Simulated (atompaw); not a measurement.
## u(r) = r·R(r): atom against pseudo-atom (hydrogen)

Columns: radius, all-electron u(r) and pseudo u(r) of the 1s shell (level -6.49 eV) of hydrogen in the configuration 1s1; PBE, non-relativistic, PAW (atompaw) scheme, atompaw 4.2.0.5.

```json
{"r (bohr)": "0.065", "all-electron": "0.1169", "pseudo": "0.0705"}
{"r (bohr)": "0.131", "all-electron": "0.2202", "pseudo": "0.1411"}
{"r (bohr)": "0.196", "all-electron": "0.3083", "pseudo": "0.2090"}
{"r (bohr)": "0.262", "all-electron": "0.3853", "pseudo": "0.2753"}
{"r (bohr)": "0.327", "all-electron": "0.4501", "pseudo": "0.3373"}
{"r (bohr)": "0.392", "all-electron": "0.5051", "pseudo": "0.3953"}
{"r (bohr)": "0.458", "all-electron": "0.5520", "pseudo": "0.4497"}
{"r (bohr)": "0.523", "all-electron": "0.5903", "pseudo": "0.4983"}
{"r (bohr)": "0.588", "all-electron": "0.6218", "pseudo": "0.5415"}
{"r (bohr)": "0.654", "all-electron": "0.6473", "pseudo": "0.5798"}
{"r (bohr)": "0.719", "all-electron": "0.6671", "pseudo": "0.6119"}
{"r (bohr)": "0.785", "all-electron": "0.6821", "pseudo": "0.6387"}
{"r (bohr)": "0.850", "all-electron": "0.6927", "pseudo": "0.6597"}
{"r (bohr)": "0.915", "all-electron": "0.6995", "pseudo": "0.6755"}
{"r (bohr)": "0.981", "all-electron": "0.7030", "pseudo": "0.6865"}
{"r (bohr)": "1.046", "all-electron": "0.7036", "pseudo": "0.6929"}
{"r (bohr)": "1.112", "all-electron": "0.7015", "pseudo": "0.6953"}
{"r (bohr)": "1.177", "all-electron": "0.6973", "pseudo": "0.6941"}
{"r (bohr)": "1.242", "all-electron": "0.6912", "pseudo": "0.6899"}
{"r (bohr)": "1.308", "all-electron": "0.6833", "pseudo": "0.6830"}
{"r (bohr)": "1.373", "all-electron": "0.6741", "pseudo": "0.6743"}
{"r (bohr)": "1.438", "all-electron": "0.6637", "pseudo": "0.6640"}
{"r (bohr)": "1.504", "all-electron": "0.6521", "pseudo": "0.6523"}
{"r (bohr)": "1.569", "all-electron": "0.6398", "pseudo": "0.6399"}
{"r (bohr)": "1.635", "all-electron": "0.6266", "pseudo": "0.6266"}
{"r (bohr)": "1.700", "all-electron": "0.6130", "pseudo": "0.6130"}
```

(1) How many radial nodes do the two functions have?

(2) Where does each function peak?

(3) Is the pseudo-wave norm-conserving?

Answers

(1) The all-electron 1s function has n − l − 1 = 0; the pseudo-wave has 0.

(2) Outermost all-electron maximum near 1.05 bohr, pseudo maximum near 1.11 bohr (to the table’s step).

(3) No, it belongs to a PAW set: the norm inside the radius is not constrained, and the difference is carried by the augmentation charge.
